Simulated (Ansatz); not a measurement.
Geometry optimisation, RKS PBE0-D4/def2-SVP in Ansatz.

Input file:

```yaml
crystal:
  periodic: [false, false, false]
  atoms:
    - { symbol: B, position_ang: [-0.048215, 0.260849, 0.121205] }
    - { symbol: Cl, position_ang: [-0.019781, 0.659472, 1.889891] }
    - { symbol: F, position_ang: [1.083296, 0.008128, -0.481945] }
    - { symbol: Cl, position_ang: [-1.538875, 0.337364, -0.774] }
    - { symbol: H, position_ang: [-0.16549, -2.099618, 0.521579] }
    - { symbol: H, position_ang: [-0.139336, -1.814994, 1.179569] }
basis:
  gaussian: { orbitals: def2-SVP }
hamiltonian:
  xc: pbe0
  dispersion: d4
relax:
  f_tol: 0.03
  max_steps: 50
```

Command:

```bash
$ ansatz run input.yaml --threads 1 --pin off --max-ram 2048MiB --backend cpu --events-out ev --progress --plain --runs-dir out
```

Question: Where does it end, and by what steps?

Answer: The run converged. After 9 steps the energy has fallen by 0.185 eV; H6 moved furthest, 0.50 Å.

| step | energy less start (eV) | largest force component (eV/Å) | accepted |
| --- | --- | --- | --- |
| 0 | 0.0000 | 1.610 | yes |
| 1 | -0.1181 | 0.915 | yes |
| 2 | -0.0438 | 1.319 | no |
| 3 | -0.1195 | 0.771 | yes |
| 4 | -0.1653 | 0.595 | yes |
| 5 | -0.1812 | 0.128 | yes |
| 6 | -0.1827 | 0.107 | yes |
| 7 | -0.1561 | 0.541 | no |
| 8 | -0.1847 | 0.169 | yes |
| 9 | -0.1851 | 0.024 | yes |

```xyz
6
Properties=species:S:1:pos:R:3
B -0.034 0.520 0.106
Cl -0.009 0.934 1.799
F 1.092 0.231 -0.498
Cl -1.519 0.506 -0.805
H -0.245 -2.539 0.572
H -0.113 -2.301 1.282
```

Whether the end is a true minimum wasn't checked by a vibrational analysis.

Run time: 9.7 s on 1 thread of AMD EPYC 9R45 96-Core Processor (Zen 5), with other jobs on the host, peak memory 0.16 GiB.
